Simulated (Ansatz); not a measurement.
Coupled-cluster diagnostics for [GeMe3]- (C3H9Ge⁻), Ansatz.

Geometry of the singlet (B3LYP-D4/def2-SVPD):

```xyz
13

Ge    1.084   -0.369    0.115
C     0.351    0.313   -1.695
H     0.937    1.173   -2.062
H    -0.705    0.634   -1.605
H     0.401   -0.477   -2.465
C     0.354    1.227    1.210
H    -0.708    1.427    0.968
H     0.928    2.146    1.000
H     0.424    1.030    2.294
C    -0.534   -1.598    0.504
H    -0.525   -1.944    1.552
H    -0.517   -2.493   -0.143
H    -1.491   -1.069    0.328
```

Correlated methods freeze 12 core orbitals; core or outer-core shells of Ge are correlated, in sets that lack core-valence functions.

Question: Estimate the CCSD(T) correlation energy, the shares of MP2 and (T), T1 and the reference's ⟨S²⟩ for: charge -1, singlet, own geometry in def2-SVPD; and the rough time on 2 threads of Arm Neoverse V1 on a shared host.

Answer: 
| state | basis | correlation (eV) | MP2 share (%) | (T) share (%) | T1 | ⟨S²⟩ (pure) | wall time |
| --- | --- | --- | --- | --- | --- | --- | --- |
| charge -1, singlet, own geometry | def2-SVPD | -21.705 | 90.6 | 3.4 | 0.011 | 0.00 (0.00) | 80 s |
Customary marks for T1 are 0.02 (closed shells), 0.045 (open shells) and about 0.05 (3d metals). T1 stays under 0.02 throughout.
